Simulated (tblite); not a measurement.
C6H11OPSe.
Atom-mapped SMILES: `[CH3:1][P:2]1(=[Se:3])[CH2:4][CH2:5][C:6](=[O:7])[CH2:8][CH2:9]1` (hydrogens: H10, H11, H12 on C1; H13, H14 on C4; H15, H16 on C5; H17, H18 on C8; H19, H20 on C9)

Computed with GFN2-xTB (tblite), gas phase: L-BFGS steps from a force-field or distance-geometry start until the largest atomic force falls under 0.01 eV/Å.

Geometry at step 1:
```
atom  x, y, z in Å
C1      2.5323   -0.2131    0.6148
P2      0.9669    0.2426   -0.1893
Se3     1.4750    1.5486   -1.6986
C4      0.0772   -1.2921   -0.6817
C5     -1.3040   -0.8657   -1.1595
C6     -1.9673   -0.1695    0.0120
O7     -2.8074   -0.6916    0.6728
C8     -1.4399    1.2261    0.2887
C9     -0.1510    0.9855    1.0646
H10     2.7884    0.6302    1.2784
H11     3.3284   -0.3028   -0.1452
H12     2.3794   -1.1593    1.1377
H13     0.6371   -1.8251   -1.4626
H14    -0.0349   -1.8930    0.2232
H15    -1.9024   -1.7194   -1.5035
H16    -1.1653   -0.1471   -1.9669
H17    -1.1441    1.7313   -0.6396
H18    -2.1846    1.7925    0.8645
H19     0.2588    1.9158    1.4823
H20    -0.3478    0.2166    1.8046
```

**Question.** Give the atomic forces at this geometry.

**Answer.** 
```tsv
atom	Fx (eV/Å)	Fy (eV/Å)	Fz (eV/Å)
C1	0.051	-0.171	0.228
P2	0.727	0.220	-0.078
Se3	-0.093	0.608	-0.896
C4	0.054	-0.075	0.252
C5	0.045	0.131	-0.119
C6	0.096	0.577	-1.025
O7	-0.759	-0.469	0.761
C8	-0.082	-0.092	-0.080
C9	-0.022	-0.190	-0.008
H10	-0.029	-0.501	-0.079
H11	-0.452	-0.034	0.286
H12	0.377	0.186	0.220
H13	-0.070	0.096	0.230
H14	0.162	-0.337	-0.078
H15	0.142	0.174	0.134
H16	-0.132	-0.007	-0.238
H17	-0.442	0.148	0.090
H18	0.275	-0.051	-0.184
H19	-0.004	-0.350	-0.039
H20	0.157	0.140	0.624
```

The largest, 1.18 eV/Å, acts on C6 (O7 within 3 % of it); the rms over all components is 0.337 eV/Å. The forces sum to zero within rounding, as they must for an isolated molecule in no field.

**Question.** Give the force on C6 in Eh/bohr and in nN.

**Answer.** 1.180 eV/Å ÷ 51.422 = 0.02295 Eh/bohr, and 1.180 eV/Å × 1.602 = 1.89 nN.

**Question.** How far is this geometry from the end of the optimisation?

**Answer.** 0.310 eV above it, and 0.226 Å rms away after alignment. The bonds farthest from their final lengths, with half the difference of the two atoms' forces along the bond (positive lengthens):

```csv
bond,now (Å),final (Å),force along bond (eV/Å)
P2=Se3,2.060,2.091,+0.32
C1–H11,1.104,1.090,-0.21
C6=O7,1.190,1.203,+1.03
C1–H10,1.103,1.090,-0.23
C1–P2,1.818,1.830,-0.17
C9–H20,1.085,1.093,+0.08
```

The angle farthest from its final value is C1–P2–Se3, 105.7° against 115.1°.

Of the 5 listed bonds off by 0.010 Å or more, this force points towards the final length in 4.

The cost below is that of the whole relaxation. The run took 0.74 s of wall time on one thread of an Arm Neoverse V1, shared host.
